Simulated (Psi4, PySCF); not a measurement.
Internal rotation in SMILES C#C/C=C\C(C)C. Scanned: dihedral C3–C4–C5–C6; all other coordinates were relaxed at GFN2-xTB. Heavy atoms are numbered in the order of the SMILES C#C/C=C\C(C)C, hydrogens after them in the order of the atoms that carry them; the mirror image has the same energies with the sign of each dihedral reversed.

PBE0-D3(BJ)/def2-SVP // GFN2-xTB (Psi4); PBE-D3(BJ)/def2-SVP // GFN2-xTB (Psi4); RHF/LANL2DZ = restricted Hartree-Fock/LANL2DZ // GFN2-xTB (PySCF 2.14.0).

Energies in kcal/mol, each method relative to its own lowest point.

| φ / ° | PBE0-D3(BJ)/def2-SVP | PBE-D3(BJ)/def2-SVP | RHF/LANL2DZ |
|---|---|---|---|
| -150 | 0.5 | 0.5 | 0.7 |
| -120 | 0.0 | 0.0 | 0.0 |
| -90 | 0.4 | 0.4 | 0.6 |
| -60 | 1.8 | 1.7 | 2.9 |
| -30 | 3.3 | 3.0 | 4.9 |
| 0 | 2.9 | 2.6 | 4.8 |
| 30 | 3.0 | 2.8 | 4.9 |
| 60 | 2.4 | 2.3 | 4.7 |
| 90 | 3.0 | 2.8 | 4.9 |
| 120 | 2.8 | 2.6 | 4.7 |
| 150 | 3.3 | 3.0 | 5.0 |
| 180 | 2.2 | 2.1 | 3.2 |
